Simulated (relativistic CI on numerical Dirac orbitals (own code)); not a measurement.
Sensitivity of the levels of Zn¹⁴⁺ to α and to the nuclear radius

These numbers are calculated, not measured: Dirac-Coulomb-Breit CI, separate exchange-only KLI orbitals for each configuration, derivatives by finite differences, unscaled Slater integrals, QED left out (own radial code, finite nucleus).

Configurations in the expansion (outside the closed core [Ne]): 3s²3p⁴, 3s3p⁵, 3s²3p³3d, 3p⁶, 3s3p⁴3d, 3p⁵3d, 3p⁴3d², 3p³3d³. Double excitations out of closed p, d and f shells are left out; levels of such configurations are missing from the list, as are those of other unlisted configurations, and high levels can miss mixing partners.

With x = (α/α₀)² − 1 an excitation energy changes as ω = ω₀ + qx; K = 2q/ω₀ is the relative enhancement. Terms are leading LS components, so labels can repeat. The field-shift factor is F = δν/δ⟨r²⟩ for the transition from the lowest level.

Lowest level 3s²3p⁴ ³P2.

```csv
Level,ω₀ (cm⁻¹),q (cm⁻¹),F (GHz/fm²)
3s²3p⁴ ³P0,28447,20300,-0.142
3s²3p⁴ ³P1,28624,32660,-0.148
3s²3p⁴ ¹D2,61941,28800,-0.104
3s²3p⁴ ¹S0,132783,45920,-0.849
3s3p⁵ ³P°2,386529,39260,-25.6
3s3p⁵ ³P°1,405820,55490,-25.3
3s3p⁵ ³P°0,419980,73080,-25.3
3s3p⁵ ¹P°1,491592,53040,-19
3s²3p³3d ⁵D°0,516801,26720,0.643
3s²3p³3d ⁵D°2,517325,25580,0.805
3s²3p³3d ⁵D°1,517350,27630,0.696
3s²3p³3d ⁵D°3,517668,24520,0.876
3s²3p³3d ⁵D°4,520522,28730,0.883
```

At this charge energies of transitions that change n are usually good to better than 1 %, and those within a shell (Δn = 0) to a few per cent.

Problem. Which transition from the lowest level has the largest |K|?

Solution. 3s²3p⁴ ³P1 at 28624 cm⁻¹, K = 2.28.
